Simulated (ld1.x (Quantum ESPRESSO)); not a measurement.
**u(r) = r·R(r): atom against pseudo-atom (H (Z = 1))**

Columns: radius, all-electron u(r) and pseudo u(r) of the 1s shell (level -6.49 eV) of hydrogen in the configuration 1s1; PBE, non-relativistic, TM scheme, ld1.x (Quantum ESPRESSO) 7.5.

| r (bohr) | all-electron | pseudo |
| --- | --- | --- |
| 0.042 | 0.0773 | 0.0666 |
| 0.085 | 0.1498 | 0.1339 |
| 0.128 | 0.2158 | 0.1991 |
| 0.170 | 0.2746 | 0.2600 |
| 0.212 | 0.3281 | 0.3174 |
| 0.255 | 0.3777 | 0.3716 |
| 0.298 | 0.4225 | 0.4209 |
| 0.340 | 0.4618 | 0.4638 |
| 0.382 | 0.4972 | 0.5016 |
| 0.425 | 0.5296 | 0.5351 |
| 0.467 | 0.5578 | 0.5633 |
| 0.510 | 0.5833 | 0.5880 |
| 0.552 | 0.6052 | 0.6087 |
| 0.595 | 0.6247 | 0.6270 |
| 0.638 | 0.6417 | 0.6429 |
| 0.680 | 0.6558 | 0.6563 |
| 0.722 | 0.6678 | 0.6680 |
| 0.765 | 0.6780 | 0.6781 |
| 0.807 | 0.6861 | 0.6861 |
| 0.850 | 0.6927 | 0.6927 |
| 0.892 | 0.6975 | 0.6975 |
| 0.935 | 0.7009 | 0.7009 |
| 0.977 | 0.7029 | 0.7029 |
| 1.020 | 0.7037 | 0.7037 |
| 1.062 | 0.7033 | 0.7033 |
| 1.105 | 0.7019 | 0.7019 |

Problem. How many radial nodes do the two functions have?

Solution. The all-electron 1s function has n − l − 1 = 0; the pseudo-wave has 0.

Problem. At about which radius was the pseudo-wave matched?

Solution. 0.85 bohr. The columns agree to 0.0005 from 0.68 bohr on; several derivatives are matched, so the curves merge somewhat inside the radius.

Problem. Is the pseudo-wave norm-conserving?

Solution. Yes: the TM scheme keeps the norm inside the radius equal to the all-electron one, which fixes the energy derivative of the logarithmic derivative at the level.
